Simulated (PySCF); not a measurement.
PySCF 2.14 output of a UHF calculation on a single atom or ion in aug-cc-pVTZ with one added diffuse shell each of s, p, d, f, g type (9s8p6d4f3g, 118 functions), with the non-relativistic Hamiltonian (point nucleus):

```
SCF conv_tol = 1e-09
number electrons alpha = 16  beta = 12
cycle= 1 E= -1506.71268793391  delta_E= -0.00779  |g|= 0.0356  |ddm|= 0.0333
cycle= 2 E= -1506.71284077677  delta_E= -0.000153  |g|= 0.00559  |ddm|= 0.0087
cycle= 3 E= -1506.71284573178  delta_E= -4.96e-06  |g|= 0.00169  |ddm|= 0.00415
cycle= 4 E= -1506.71284620648  delta_E= -4.75e-07  |g|= 0.000457  |ddm|= 0.0015
cycle= 5 E= -1506.71284633141  delta_E= -1.25e-07  |g|= 0.000102  |ddm|= 0.000713
cycle= 6 E= -1506.71284633776  delta_E= -6.35e-09  |g|= 1.34e-05  |ddm|= 0.000224
cycle= 7 E= -1506.71284633785  delta_E= -9.69e-11  |g|= 1.95e-06  |ddm|= 4.48e-05
converged SCF energy = -1506.71284633785  <S^2> = 6.0017295  2S+1 = 5.0006918
```

The run itself started from symmetry-adapted Hartree-Fock orbitals and held the occupation by maximum overlap, so the iterations belong to that start.

**Question.** Which element, charge and spin multiplicity is this?

**Answer.** Ni (nickel, neutral), multiplicity 5; the state was [Ar] 3d8 4s1 5s1, high-spin 5F determinant (an excited configuration).

The outer electron is Rydberg-like, and this basis confines it to a smaller radius and binds it less than a complete one would.
